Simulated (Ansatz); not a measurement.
HKO, charge +1, doublet, at the geometry of the source list (a state made from the parent by changing its charge; the spin is typed, not shown lowest); Ansatz (a program for electronic structure) with B3LYP/STO-3G.

The Ansatz input:
Ansatz 0.2 input:
```yaml
crystal:
  periodic: [false, false, false]
  atoms:
    - {symbol: K, position_ang: [-1.19540000, -0.72060000, -0.97020000]}
    - {symbol: O, position_ang: [0.41450000, -0.04720000, 0.31440000]}
    - {symbol: H, position_ang: [0.78090000, 0.76790000, 0.65580000]}
basis:
  gaussian:
    orbitals: STO-3G
hamiltonian:
  xc: b3lyp
total_charge: 1
magnetization: {spin_polarized: true, initial_magnetization: 1}
```

The log (banner, timings and long lists left out):

```
Functional definition: B3LYP
243 factors; integrals over basis functions are off by at most 1.5e-4 eV
mean field evaluation 1: about -18182.0910 eV, gradient 2.3e1 eV
mean field evaluation 2: about -18184.4387 eV, gradient 1.7e1 eV
mean field evaluation 4: about -18186.5503 eV, gradient 2.0e-1 eV
mean field evaluation 8: about -18186.5752 eV, gradient 1.3e-2 eV
mean field evaluation 16: about -18186.5824 eV, gradient 9.8e-2 eV
mean field evaluation 32: about -18186.6597 eV, gradient 5.1e-6 eV
mean field -18186.65970963 eV, -668.3474169682 hartree, gradient 4.7e-6 eV, S^2 0.751581; 2 other end points of the search recorded, 0 dependent functions left out
reference -18186.65988969 eV, -668.3474235852 hartree; 14, 13 occupied and 5, 6 virtual orbitals, 243 factors
Total energy: -18186.65988969 eV, -668.3474235852 hartree
```
